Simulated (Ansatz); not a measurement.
Gas-phase reaction in SMILES: C[C@@H]1CC[C@H](C)C1 → C[C@@H]1C[CH][C@H](C)C1 + H atom (the C-H bond at the site shown breaks; other sites are not compared here)
Geometries: B3LYP-D3(BJ)/def2-TZVP minima from Ansatz (a first-principles code), one conformer each, not searched for the lowest. Frequencies are from Ansatz.
Geometry of the first species:
```
C
H 1 1.0922
H 1 1.0972 2 107.40
C 1 1.5311 2 113.12 3 121.08
H 4 1.0961 1 107.48 2 48.74
C 4 1.5216 5 108.44 1 124.82
H 6 1.0924 4 111.46 5 -59.34
H 6 1.0925 7 107.72 4 -122.45
H 6 1.0935 7 107.83 8 -115.98
C 1 1.5312 2 113.10 3 -121.10
H 10 1.0961 1 107.47 2 -48.43
C 10 1.5217 11 108.42 1 -124.77
H 12 1.0924 10 111.46 11 59.37
H 12 1.0925 13 107.72 10 122.45
H 12 1.0935 13 107.83 14 115.98
C 4 1.5447 5 108.24 1 -110.92
H 16 1.0909 4 111.60 5 -34.09
H 16 1.0929 17 106.63 4 119.42
C 10 1.5454 11 108.23 1 111.00
H 19 1.0909 10 111.53 11 33.20
H 19 1.0928 20 106.61 10 -119.47
```
Charge 0, spin multiplicity 1.

Wanted: bond dissociation energy (0 K, with B3LYP-D3(BJ) harmonic zero-point energies), in kJ/mol. Valence correlation only, unless marked. Open shells are spin-unrestricted. No spin-orbit coupling. No relativistic terms. Basis-set limits of correlation are two-point, X^-3; Hartree-Fock from the larger set. The bracket is a focal-point correction in the basis named.

```tsv
level	program	bond dissociation energy (kJ/mol)
HF/6-31G	Ansatz	286.7
PBE-D3(BJ)/def2-TZVPD	Ansatz + dftd3	375.4
```

**Question.** Estimate the value at RI-MP2/CBS(cc-pVTZ,cc-pVQZ)+[CCSD(T)-MP2]/cc-pVTZ as computed with Ansatz.

**Answer.** 399.8 kJ/mol, so PBE-D3(BJ)/def2-TZVPD differs from it by -24.4 kJ/mol.
